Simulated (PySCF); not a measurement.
Effect of structural changes

Level of theory: quadratic response CAM-B3LYP/aug-cc-pVDZ first hyperpolarisability, Taylor convention, gas phase in PySCF. Geometry: PBE0-D3(BJ)/def2-SVP.

Each molecule in one low-energy conformer.

The calculation is non-relativistic, which matters for the atoms heavier than Zn.

Q: How does the norm of the vector part βᵢ = ⅓ Σⱼ (βᵢⱼⱼ + βⱼᵢⱼ + βⱼⱼᵢ) of the static first hyperpolarisability change along this series?
- C=C(F)/C(F)=C/[Se]C (H replaced by SeCH3)
- C=C(F)/C(F)=C\C=O (H replaced by CHO)
- C=C(F)/C(F)=C\N(C)C (H replaced by N(CH3)2)

A: 
| molecule | static β vector norm (au) | static β HRS (au) | S1 (eV) |
| --- | --- | --- | --- |
| C=C(F)/C(F)=C/[Se]C | 820 | 368 | 4.67 |
| C=C(F)/C(F)=C\C=O | 155 | 77 | 3.64 |
| C=C(F)/C(F)=C\N(C)C | 605 | 259 | 4.48 |

The norm of the vector part βᵢ = ⅓ Σⱼ (βᵢⱼⱼ + βⱼᵢⱼ + βⱼⱼᵢ) of the static first hyperpolarisability is lowest for C=C(F)/C(F)=C\C=O and highest for C=C(F)/C(F)=C/[Se]C.
